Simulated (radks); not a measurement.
Results of a calculation; reference values are marked as such.
Removal energies from the niobium ion Nb9+, [Ar] 3d10 4s2 4p(1/2: 2, 3/2: 0), by Delta-SCF beside the eigenvalue of the level emptied. Code: a radial shooting solver on a logarithmic mesh with Libxc functionals. Model: Dirac Kohn-Sham, relativistic LDA (MacDonald-Vosko exchange, VWN5 correlation), spin-unpolarised, spherical densities, finite nucleus; Fermi nuclear charge, rms radius of each element as measured or else 0.836 A^(1/3) + 0.57 fm. Sub-shells are occupied by j as written (lower j first in brackets).

removed from                             final configuration  Delta-SCF (eV)  -eigenvalue (eV)
4p1/2                       [Ar] 3d10 4s2 4p(1/2: 1, 3/2: 0)          180.67            170.61
4s1/2                       [Ar] 3d10 4s1 4p(1/2: 2, 3/2: 0)          206.46            195.91
3d5/2         [Ar] 3d(3/2: 4, 5/2: 5) 4s2 4p(1/2: 2, 3/2: 0)          373.32            350.73
3d3/2         [Ar] 3d(3/2: 3, 5/2: 6) 4s2 4p(1/2: 2, 3/2: 0)          376.39            353.67
